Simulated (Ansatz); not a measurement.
Caution, from a PySCF single point (PBE0-D3(BJ)/def2-TZVPD) at this geometry: the highest occupied level lies above zero, so the state may not be bound. Caution, from a PySCF single point (PBE0-D3(BJ)/def2-TZVPD) at this geometry: the restricted solution is unstable towards spin-unrestricted or complex orbitals, so a lower solution exists and this singlet may not be the ground state. This singlet is an excited state, 0.08 eV above the relaxed triplet at the level B3LYP/aug-cc-pVTZ // PBE0-D3(BJ)/def2-TZVPD (Ansatz, an electronic-structure program).

A geometry relaxed with PBE0-D3(BJ)/def2-TZVPD (Ansatz), charge -1, multiplicity 1:

```xyz
5

H      2.0241    -0.5176    -0.8435
C      0.0985     0.0710    -0.3624
C      1.3097     0.3107    -0.7502
H     -2.2215     0.3678     0.2673
B     -1.2109    -0.2320     0.0621
```

Question: Write the SMILES of this molecule.

Answer: `[BH-]C#C`
